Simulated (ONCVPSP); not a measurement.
## silver, ONCV: configuration errors across variants

silver, optimised norm-conserving Vanderbilt (ONCV), made with ONCVPSP 4.0.1 (PBEsol, scalar-relativistic). Core [Ar] 3d10, reference 4s2 4p6 4d10 5s0.5 5p0.5. Waves: 4s+5s: rc 1.20 bohr, ncon 4, nbas 8, qcut 8.2 1/bohr, 3 projectors, debl 3.7 Ha; 4p+5p: rc 1.65 bohr, ncon 3, nbas 7, qcut 7.4 1/bohr, 2 projectors; 4d: rc 1.20 bohr, ncon 3, nbas 8, qcut 15.6 1/bohr, local; f scattering state at 0.11 Ha: rc 1.60 bohr, ncon 4, nbas 9, qcut 6.7 1/bohr, 2 projectors, debl 2.2 Ha. Local part: the d channel. Core correction: Teter function fitted to the true core (icmod 2), fcfact 0.25.

All-electron excitation energies from the reference (eV): (1) 4s2 4p6 4d10 5s1 5p0 -1.920; (2) 4s2 4p6 4d10 5s0 5p0 5.826; (3) 4s1 4p6 4d10 5s1 5p0 100.053.

2 further variants failed, have other tests or too few solved ones, and are left out.

A true bound ghost makes a file unfit for plane-wave use even where its test errors are small: the radial tests pick states by their node count and pass the ghost by.

Errors AE − PS in meV (a dash: test not solved or not reliable):

| change | (1) | (2) | (3) | bound ghosts | GHOST(+) flags above zero |
| --- | --- | --- | --- | --- | --- |
| base | +0.2 | -0.9 | -72 | none | s |
| core correction Teter function fitted to the true core (icmod 2), fcfact 0.52 | +0.2 | -0.9 | -72 | none | s |
| d: qcut 14.2 | +0.2 | -0.9 | -71 | none | s |
| s: qcut 7.8; p: qcut 7.1; d: qcut 14.9; f: qcut 6.4 | +0.2 | -0.9 | -83 | none | s |

Give the same row for: d: nproj 1; f: rc 1.2, qcut 8.9, nproj 0; local potential the f channel.

+0.2, -0.9, -73; bound ghosts: s; GHOST(+) flags above zero: none.
